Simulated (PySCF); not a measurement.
Excitation energy of Cl⁺ by level of theory

Cl⁺ [Ne] 3s2 3p4 (3P) → Cl⁺ [Ne] 3s1 3p4 4s1 (5P), as a difference of total energies. Computed with PySCF 2.14 in aug-cc-pV(T+d)Z (6s5p4d2f, 55 functions), with no relativity, point nucleus. Correlated levels: valence: [Ne] frozen. The calculations carry no spin-orbit coupling.

```
           method  excitation energy (eV)
              UHF                  25.433
              LDA                  25.747
              PBE                  25.612
           B2PLYP                  26.191
           M06-2X                  26.231
            B3LYP                  26.032
    MP2 (valence)                  25.625
SCS-MP2 (valence)                  25.813
```

**Question.** How much does correlation contribute at MP2 (valence)?

**Answer.** 25.625 − (25.433) = 0.192 eV, measured against UHF.

A first-order spin-orbit estimate (lowest level to lowest level, LS coupling) adds -0.006 eV.

The upper state lies above the first ionisation limit, where it may autoionise and the basis confines it. A Rydberg-like electron needs more diffuse functions than a valence basis has.

The promoted electron is Rydberg-like, and one or two diffuse shells describe it only roughly, which tends to raise the upper state.
